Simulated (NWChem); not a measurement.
System: CrO3; SMILES [O]=[Cr](=[O])=[O]

Computed with NWChem. The geometry was optimised at PBE0/def2-SVP. Level BLYP/def2-TZVP: energy and gradient; each run changes one setting, and changes count from the defaults (medium grid, exact Coulomb integrals, symmetry on).

| setting | size of the energy change (μHa) | largest change of a gradient component (μHa/bohr) |
|---|---|---|
| defaults | < 10 | < 30 |
| extra-fine grid | < 10 | 30 |
| coarse grid | 10 | 600 |
| tight SCF thresholds and tolerances | < 10 | < 30 |
